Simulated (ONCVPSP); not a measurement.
**PW91 ONCV dataset for Ir (Z = 77), fully relativistic all-electron reference.**

- Element: iridium
- Generator: ONCVPSP 4.0.1
- Type: optimised norm-conserving Vanderbilt (ONCV)
- Functional: PW91
- Relativity: fully relativistic
- Frozen core: [Kr] 4d10 4f14
- Valence charge: 17
- Reference configuration: 5s2 5p6 5d7 6s1 (charge +1)
- Partial waves: 5s+6s: rc 1.55 bohr, ncon 4, nbas 8, qcut 6.1 1/bohr, 2 projectors; 5p: rc 1.70 bohr, ncon 3, nbas 6, qcut 6.7 1/bohr, 2 projectors, debl 3.4 Ha; 5d: rc 1.75 bohr, ncon 4, nbas 9, qcut 10 1/bohr, 2 projectors, debl 0.4 Ha
- Local potential: polynomial inside 1.15 bohr (lpopt 3, dvloc0 6 Ha)
- Core correction: Teter function, fcfact 4, rcfact 1.7

Open shells are filled in proportion to 2j + 1.

In the d channel the program set the typed energies aside and used -0.547, 0.250 Ha (j = l + 1/2; the other j can differ).

All-electron outer shells of the reference configuration (PW91, scalar-relativistic, ld1.x):

| shell | level (eV) | outermost node (bohr) | outermost maximum (bohr) |
| --- | --- | --- | --- |
| 5s | -106.41 | 0.50 | 0.89 |
| 4f | -70.59 | – | 0.39 |
| 5p | -63.13 | 0.54 | 1.01 |
| 5d | -15.39 | 0.59 | 1.29 |
| 6s | -13.65 | 1.17 | 2.32 |

(1) Estimate the cutoffs (Ha) at which the residual kinetic energy of the hardest occupied pseudo-wave falls to 1 and 0.1 mHa per electron.

(2) Does the potential have ghost states?

(3) Tests: 5s2 5p6 5d7 6s2; 5s2 5p6 5d7 6s0; 5s2 5p6 5d6 6s0; 5s2 5p6 5d7 6s0 6p2. Which has the largest error in its energy relative to the reference configuration, and how large is it?

Answers

(1) 19 Ha and 64 Ha.

(2) No bound ghost flagged; no localised positive-energy state flagged.

(3) 5s2 5p6 5d6 6s0, with -18 meV (all-electron minus pseudo) on +48.18 eV.
